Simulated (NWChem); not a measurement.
Molecule: C3H4O2Si; SMILES C1O[Si@H](C=1)C=O

```xyz
10

O     -0.1055    -2.6854     0.0840
C      0.1669    -1.5924     0.5154
Si     0.0012    -0.0144    -0.5656
C     -1.1750     1.2445     0.0782
C     -0.0469     1.9026     0.4341
O      1.0745     1.2249     0.0317
H      0.4786    -1.4591     1.5895
H      0.1819    -0.3371    -2.0051
H     -2.2119     1.5103     0.2652
H      0.1128     2.8437     0.9763
```
Atoms are numbered in this order, from 1.

Results from NWChem. Coordinates come from a PBE0/def2-SVP optimisation. B3LYP is NWChem's, with the RPA form of VWN correlation. Vertical excitations in the gas phase; the lowest state need not have the same character in each row.

| level | lowest excitation, singlet (eV) | oscillator strength of that lowest state | lowest state with f > 0.02, singlet (eV) | oscillator strength of that bright state | orbital gap (eV) |
|---|---|---|---|---|---|
| PBE/def2-SVP, full TDDFT | 2.93 | 0.005 | 4.52 | 0.024 | 2.64 |
| B3LYP/def2-SVP, full TDDFT | 3.10 | 0.002 | 5.85 | 0.081 | 4.73 |
| LDA (Slater exchange, VWN5)/def2-SVP, full TDDFT | … | 0.004 | … | 0.024 | … |

Complete the blanks.


- LDA (Slater exchange, VWN5)/def2-SVP, full TDDFT, lowest excitation, singlet (eV): 2.84
- LDA (Slater exchange, VWN5)/def2-SVP, full TDDFT, lowest state with f > 0.02, singlet (eV): 4.43
- LDA (Slater exchange, VWN5)/def2-SVP, full TDDFT, orbital gap (eV): 2.50
